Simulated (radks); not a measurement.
Values are calculated unless marked as measured or tabulated.
Spherical quantum dot in the effective-mass picture: electrons in a hard-walled sphere of radius 3.67, all in effective atomic units (hartree* = m*/eps^2 hartree, bohr* = eps/m* bohr), one dielectric constant everywhere. Level of theory: non-relativistic Kohn-Sham, r2SCAN, spin-polarised, spherical densities, generalised Kohn-Sham scheme (a radial shooting solver with Libxc functionals). Levels are named by radial order and angular momentum (1s, 1p, 1d, 2s, ...), and open shells are averaged over m.

N = 16, configuration 1s2 1p6 1d(up 5, down 3). This is the lowest configuration that the search found. Occupied and some empty levels:

| level | occupation | eigenvalue (hartree*) | <r> (bohr*) |
|---|---|---|---|
| 1s up | 1 | 5.8985 | 2.392 |
| 1s down | 1 | 5.9315 | 2.381 |
| 1p up | 3 | 6.1182 | 2.506 |
| 1p down | 3 | 6.1555 | 2.500 |
| 1d up | 5 | 6.4888 | 2.601 |
| 1d down | 3 | 6.5310 | 2.598 |
| 1f up | 0 | 6.9892 | 2.680 |
| 1f down | 0 | 7.0365 | 2.678 |
| 2s up | 0 | 7.2413 | 1.652 |
| 2s down | 0 | 7.2657 | 1.655 |
| 2p up | 0 | 7.9169 | 1.931 |
| 2p down | 0 | 7.9478 | 1.930 |

Energy (hartree*): total 56.7391, kinetic 17.178, external 0, Hartree 46.258, exchange-correlation -6.6970.

Electron density:

| r (bohr*) | n(r) (e/bohr*^3) |
|---|---|
| 0.103 | 0.008025 |
| 0.286 | 0.009017 |
| 0.469 | 0.01109 |
| 0.652 | 0.01460 |
| 0.834 | 0.02000 |
| 1.02 | 0.02784 |
| 1.20 | 0.03868 |
| 1.38 | 0.05282 |
| 1.56 | 0.07037 |
| 1.75 | 0.09058 |
| 1.93 | 0.1120 |
| 2.11 | 0.1318 |
| 2.30 | 0.1463 |
| 2.48 | 0.1515 |
| 2.66 | 0.1439 |
| 2.84 | 0.1220 |
| 3.03 | 0.08864 |
| 3.21 | 0.05119 |
| 3.39 | 0.01971 |
| 3.58 | 0.002281 |
